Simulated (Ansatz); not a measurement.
System: ZnBr₂ (charge 0, singlet). SMILES: [Br][Zn][Br]
Geometry: optimised at B3LYP-D3(BJ)/def2-TZVP (Ansatz, a quantum-chemistry and plane-wave program).

Quantity: vertical triplet-singlet gap, E(triplet) - E(singlet), in eV. Terms: 6-31G* and kin with 6d, 5d where marked; no spin-orbit coupling; each state is the SCF solution reached for its charge and spin; frozen cores in correlated levels (noble-gas shells and the d and f shells of earlier blocks); no dispersion term unless named; UHF or UKS for open shells; non-relativistic; LANL2DZ with its own core potentials from Na on. Ab initio and DFT rows: single points at B3LYP-D3(BJ) geometries (Ansatz). Levels can end on unlike triplets.

```json
[
 {"level": "HF/LANL2DZ", "program": "Ansatz", "vertical triplet-singlet gap, E(triplet) - E(singlet) (eV)": "5.34"},
 {"level": "HF/6-31G*", "program": "Ansatz", "vertical triplet-singlet gap, E(triplet) - E(singlet) (eV)": "5.53"},
 {"level": "PBE/6-31G*", "program": "Ansatz", "vertical triplet-singlet gap, E(triplet) - E(singlet) (eV)": "4.60"},
 {"level": "B3LYP/STO-3G", "program": "Ansatz", "vertical triplet-singlet gap, E(triplet) - E(singlet) (eV)": "-0.98"},
 {"level": "B3LYP/3-21G", "program": "Ansatz", "vertical triplet-singlet gap, E(triplet) - E(singlet) (eV)": "4.81"},
 {"level": "B3LYP/LANL2DZ", "program": "Ansatz", "vertical triplet-singlet gap, E(triplet) - E(singlet) (eV)": "4.72"},
 {"level": "B3LYP/6-31G*", "program": "Ansatz", "vertical triplet-singlet gap, E(triplet) - E(singlet) (eV)": "4.93"},
 {"level": "MP2/LANL2DZ", "program": "Ansatz", "vertical triplet-singlet gap, E(triplet) - E(singlet) (eV)": "5.58"},
 {"level": "MP2/6-31G*", "program": "Ansatz", "vertical triplet-singlet gap, E(triplet) - E(singlet) (eV)": "5.78"},
 {"level": "PBE/def2-TZVPD", "program": "Ansatz", "vertical triplet-singlet gap, E(triplet) - E(singlet) (eV)": "4.54"},
 {"level": "B3LYP/def2-TZVPD", "program": "Ansatz", "vertical triplet-singlet gap, E(triplet) - E(singlet) (eV)": "4.88"},
 {"level": "wB97X-V/def2-TZVPD", "program": "Ansatz", "vertical triplet-singlet gap, E(triplet) - E(singlet) (eV)": "5.73"}
]
```

No value to compare with is used here. The 9 habitual levels span -0.98 (B3LYP/STO-3G) to 5.78 eV (MP2/6-31G*); wB97X-V/def2-TZVPD gives 5.73.

The levels are drawn from those run, B3LYP/6-31G* more often than the rest, none by its result; left out are runs that failed, that the program found above a lower state of the same kind, or whose <S^2> lies over 0.5 above the pure value. A level that turns the sign of the gap may have ended on another state.
